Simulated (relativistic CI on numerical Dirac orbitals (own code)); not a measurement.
## Spin-allowed bands of a d2 ion in a tetrahedral site, by hand

Problem. A d2 ion in a tetrahedral site has a 3A2 ground term and spin-allowed bands at ν1 = 7800 and ν2 = 11935 cm⁻¹ (from a computed ligand-field model). Find Δ and the Racah parameter B, and predict the third band.

Working.
1. The F term splits into A2 (−1.2Δ), T2 (−0.2Δ) and T1 (+0.6Δ), so ν1 = E(T2) − E(A2) = Δ = 7800 cm⁻¹.
2. T1(F) mixes with T1(P), which lies at 15B, through an element 0.4Δ. The two roots, counted from A2, are ν2,3 = ½(15B + 3Δ) ∓ ½√[(15B − Δ)² + 12BΔ].
3. Solving the lower root for B gives B = (2ν1² + ν2² − 3ν1ν2)/(15ν2 − 27ν1) = -15154775/-31575 = 480 cm⁻¹.
4. The sum of the roots is 15B + 3Δ, so ν3 = 15B + 3ν1 − ν2 = 18664 cm⁻¹ (536 nm).

Check. The bands were computed by exact diagonalisation of the d2 shell with B = 480 and Δ = 7800 cm⁻¹, which gives ν3 = 18665 cm⁻¹. C does not enter the terms of highest spin.
